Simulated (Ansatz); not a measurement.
Species: Br₃Ga, SMILES `[Br][Ga]([Br])[Br]` (charge 0, multiplicity 1).

### Question
Give a relaxed geometry from CAM-B3LYP-D3(BJ)/def2-TZVP (Ansatz, a first-principles code).

### Answer
the end point of this relaxation (outside a Z-matrix the atoms follow the SMILES, hydrogens last).
Z-matrix (Å, degrees):
```
Ga
Br 1 2.2589
Br 1 2.2589 2 120.01
Br 1 2.2589 2 119.99 3 179.99
```
